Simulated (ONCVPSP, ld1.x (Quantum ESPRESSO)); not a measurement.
**Pseudopotentials across the periodic table**

Generated with ld1.x 7.5 (TM, RRKJ, ultrasoft, PAW), atompaw 4.2 or ONCVPSP 4.0.1. The cutoff is in Ry: for ld1.x and atompaw files where the sum of valence levels is converged to 10 mRy in a Bessel basis, for ONCV files where the hardest occupied wave has 1 mHa per electron of residual kinetic energy. The error is the largest all-electron minus pseudo excitation energy over each file’s own four to seven test configurations (ionisations up to +4, promotions, holes and added fractions of an electron), all of which were solved. The labels leave out finer settings (local radius, basis sizes, second energies), which also bear on the numbers. Spin-polarised tests are not counted. The rows are a selection from randomly drawn settings: files with unsolved tests, undetermined cutoffs or missed reference levels are left out.

A true bound ghost makes a file unfit for plane-wave use even where its test errors are small: the radial tests pick states by their node count and pass the ghost by.

| element | potential | cutoff (Ry) | largest error (meV) | bound ghosts |
| --- | --- | --- | --- | --- |
| Fe | ONCV, LDA (Perdew-Wang 92), scalar-relativistic, rc 1.40/1.15/1.50 (spd), local smoothed, core correction yes, reference 3s2 3p6 3d6 4s2, qcut 6.7/11.2/12.1, projectors 3/1/2 | 106 | +17 | none |
| Fe | ultrasoft, PBE, scalar-relativistic, rc 2.45/1.25/0.95 (spd), local smoothed, core correction yes, reference 3p6 3d6 4s1.75 4p0 | 120 | -31 | none |
| Fe | PAW, LDA (PZ), scalar-relativistic, rc 1.25/1.35/1.00 (spd), local smoothed, core correction yes, reference 3s2 3p6 3d6.5 4s1.5 4p0 | 110 | -21 | none |
| In | RRKJ, LDA (PZ), scalar-relativistic, rc 1.50/1.75/1.40 (spd), local s, core correction no, reference 4d10 5s0 5p0 | 80 | -214 | p |

Q: Fill in the row for Ru: TM, PBE, scalar-relativistic, rc 2.00/2.75/1.85 (spd), local s, core correction no, reference 4d7 5s0.5 5p0.

A: cutoff 50 Ry, largest error -63 meV, bound ghosts: none.

Q: Fill in the row for Br: ONCV, LDA (Perdew-Wang 92), scalar-relativistic, rc 0.95/1.00/0.90/1.10 (spdf), local smoothed, core correction no, reference 3s2 3p6 3d10 4s2 4p5, qcut 10.3/16.1/15.5/9.6, projectors 2/2/2/1.

A: cutoff 224 Ry, largest error -6.8 meV, bound ghosts: none.
